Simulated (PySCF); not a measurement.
BrHg, charge +1. Atoms are numbered in the order given.

```xyz
2

Hg     0.0000     0.0000    -0.7228
Br     0.0000     0.0000     1.6520
```
Charge +1, spin multiplicity 1.

Geometry optimised at r2SCAN-D4/def2-TZVP. The spin state was assumed, not searched. The def2 effective core potentials stand for the cores of Hg; spin–orbit coupling is left out.

Method: TDA-PBE0/def2-TZVPD in PySCF.

Vertical excitations; the highest root listed may be one member of a degenerate set. The molecule is in vacuum. State labels are in the subgroup C2v.

| state | symmetry | energy (eV) | λ (nm) | f | main pairs |
|---|---|---|---|---|---|
| S1 | B1 | 1.77 | 701 | 0.002 | HOMO→LUMO (degenerate set) |
| S2 | B2 | 1.77 | 701 | 0.002 | HOMO−1→LUMO (degenerate set) |
| S3 | A1 | 5.09 | 243 | 0.233 | HOMO−2→LUMO 79 % |
| S4 | A2 | 6.86 | 181 | 0.000 | HOMO→LUMO+2 50 %, HOMO−1→LUMO+1 50 % |
| S5 | A2 | 6.89 | 180 | 0.000 | HOMO−1→LUMO+1, HOMO→LUMO+2 (degenerate set) |
| S6 | A1 | 6.89 | 180 | 0.000 | HOMO→LUMO+1, HOMO−1→LUMO+2 (degenerate set) |
| S7 | A1 | 7.20 | 172 | 0.000 | HOMO−3→LUMO (degenerate set) |
| S8 | A2 | 7.20 | 172 | 0.000 | HOMO−4→LUMO (degenerate set) |
| S9 | A1 | 7.55 | 164 | 0.136 | HOMO−7→LUMO 34 %, HOMO−1→LUMO+2 31 %, HOMO→LUMO+1 31 % |
| S10 | B2 | 7.75 | 160 | 0.003 | HOMO−5→LUMO 99 % |
| T1 | B1 | 1.18 | 1051 | 0 | HOMO→LUMO (degenerate set) |
| T2 | B2 | 1.18 | 1051 | 0 | HOMO−1→LUMO (degenerate set) |
| T3 | A1 | 3.07 | 403 | 0 | HOMO−2→LUMO 99 % |
| T4 | A1 | 6.59 | 188 | 0 | HOMO→LUMO+1 49 %, HOMO−1→LUMO+2 49 % |
Triplets are in the Tamm–Dancoff approximation.
